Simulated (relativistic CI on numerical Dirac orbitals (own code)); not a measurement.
**Tc⁶⁺: 4p photoemission**

Computed with this model: Dirac-Coulomb-Breit CI, KLI orbitals optimised for each configuration, a model potential for QED, multiplet model of photoemission in the sudden approximation, unscaled Slater integrals; configurations [Kr] 4d → [Ar] 3d10 4s2 4p5 4d; 80 K; Lorentzian 1.2 eV and Gaussian 0.6 eV FWHM. Energies are those of the free ion, without screening or charge transfer. The energies are binding energies and can lie tens of eV above those of solids. S is read from ⟨S²⟩ = S(S + 1).

Field parameters in Wybourne normalisation: Oh B⁴₀ = 21Dq, B⁴₄ = √(5/14) B⁴₀. The field is a parameter set, without covalency.

free ion: ground-state S = 0.50, centroid 133.11 eV. Peaks (eV, height): 129.2 (47), 131.2 (100), 134.6 (84), 148.0 (16).

Oh, 10Dq = 8500 cm⁻¹: ground-state S = 0.50, centroid 133.12 eV. Peaks (eV, height): 131.2 (100), 134.8 (87), 148.4 (17).

Oh, 10Dq = 23500 cm⁻¹: ground-state S = 0.50, centroid 133.12 eV. Peaks (eV, height): 131.0 (100), 134.6 (72), 149.2 (14).

Oh, 10Dq = 38500 cm⁻¹: ground-state S = 0.50, centroid 133.13 eV. Peaks (eV, height): 131.2 (100), 134.4 (78), 137.0 (29), 139.2 (10), 150.2 (12).

Strongest unbroadened transitions for Oh, 10Dq = 23500 cm⁻¹:

```
Energy (eV)  Relative strength
     128.99               39.5
     129.41              100.0
     130.22               95.7
     130.61               57.0
     131.10               94.4
     131.34               71.5
     131.71               32.5
     132.10               82.1
     133.43                9.1
     133.54               15.1
     133.93               48.2
     134.45               91.9
     134.97               67.3
     135.62               13.8
     135.85               27.1
     136.03               52.1
     137.84               24.6
     149.23               43.7
```
